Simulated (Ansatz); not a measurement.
# Worked example: a bond strength in SiHCl2F (SMILES F[SiH](Cl)Cl)

The species is SiHCl2F (5 atoms), meant as a singlet with charge 0. SMILES: `F[SiH](Cl)Cl`. Geometry: optimised at wB97X-V/def2-SVP.

```tsv
atom	x (Å)	y (Å)	z (Å)
F	0.0332	-0.6913	1.4870
Si	0.1232	-0.0471	0.0146
Cl	-0.5194	1.8810	0.1290
Cl	-1.1022	-1.1098	-1.2152
H	1.5151	-0.1064	-0.4569
```

Wanted: the dissociation energy of the H5–Si2 bond into doublet H and doublet SiCl2F (shapes relaxed at wB97X-V/def2-SVP, no zero-point term). 1 Eh = 2625.50 kJ/mol = 27.2114 eV. Totals in Eh; open shells run unrestricted unless said.

| level | program | SiHCl2F | doublet H | doublet SiCl2F |
| --- | --- | --- | --- | --- |
| HF/def2-TZVP | Ansatz | -1308.214312 | -0.499810 | -1307.586890 |
| PBE/def2-TZVP | Ansatz | -1309.970471 | -0.499616 | -1309.325211 |
| B3LYP/def2-TZVP | Ansatz | -1310.640277 | -0.502154 | -1309.984994 |

Task: Work out the dissociation energy at each level.

Result: 
1. HF/def2-TZVP: (-0.499810) + (-1307.586890) − (-1308.214312) = 0.127612 Eh = 335.0 kJ/mol = 3.47 eV.
2. PBE/def2-TZVP: (-0.499616) + (-1309.325211) − (-1309.970471) = 0.145644 Eh = 382.4 kJ/mol = 3.96 eV.
3. B3LYP/def2-TZVP: (-0.502154) + (-1309.984994) − (-1310.640277) = 0.153129 Eh = 402.0 kJ/mol = 4.17 eV.

The levels span 335 to 402 kJ/mol; no measured value is set beside them. Hartree–Fock lacks the correlation of the electrons that are unpaired, so it comes out low. A bond enthalpy at 298 K also holds the loss of zero-point energy and thermal terms.
